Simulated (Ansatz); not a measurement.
A made-up structure of SnH$_{3}$Se (charge -1), singlet:

```csv
atom,x (Å),y (Å),z (Å)
Se1,-2.2602,0.2992,0.7759
Sn2,0.0273,-0.0036,-0.0093
H3,0.3382,0.4729,-1.6591
H4,-3.4277,0.3600,1.7315
H5,1.2578,0.8700,0.8671
```

It is relaxed with PBE-D4/def2-SVPD and then PBE0-D4/def2-TZVPD (Ansatz 0.2.0). Atoms count as bonded within 1.22 times the sum of their covalent radii (H–H: 0.88 Å). The end point is not checked to be a true minimum.

Problem. Does its bonding change? (A judgement: the text doesn't fix the answer.)

Solution. Computed: No: no bond forms or breaks.

Where it ends: The first stage lowers the energy by 2.11 eV in 16 steps. It ends as SnH₃Se ([SeH][SnH2]), total charge -1:
```
atom    x (Å)    y (Å)    z (Å)
 Se1  -2.3407   0.9619   0.6687
 Sn2   0.0634  -0.2386   0.3010
  H3   0.1209   0.1965  -1.4379
  H4  -2.8867  -0.1631   1.4393
  H5   0.9784   1.2417   0.7349
```

Labels in which every atom is bracketed show which atoms are joined, not bond orders.

For scale, one of the runs: PBE0-D4/def2-TZVPD relaxation, 140 basis functions, launched by `ansatz run in.yaml --threads 2 --pin off --events-out ev --progress --plain --max-ram 4352MiB`. Hardware: 2 CPU threads of an Arm Neoverse V2, shared host. Wall time about 25 s.
